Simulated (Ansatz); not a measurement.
`C[Si](C)(C)F` + HBr → `C[Si](C)(F)Br` + CH₄  (ligand exchange at the Si–C bond)

Gas-phase electronic energies from Ansatz, PBE0-D4/def2-TZVP geometries. CBS: MP2 limit from def2 TZ/QZ plus the TZ coupled-cluster correction, frozen cores. This one scheme is used for every species. For Br outer-core shells are correlated without core-valence functions, which leaves a few kJ/mol of doubt a bond. Scalar relativity is left out up to krypton.

```
        species  CCSD(T)/def2-TZVPP energy (Eh)
 `C[Si](C)(C)F`                      -508.42361
            HBr                     -2573.30857
`C[Si](C)(F)Br`                     -3041.33375
            CH₄                       -40.43861
```

**Question.** Work out ΔE.

**Answer.** ΔE = (-3041.33375) + (-40.43861) − (-508.42361) − (-2573.30857) = -0.04018 Eh = -1.09 eV. CCSD(T)/CBS gives -1.15 eV.

Largest T1 diagnostic among the species: 0.010.
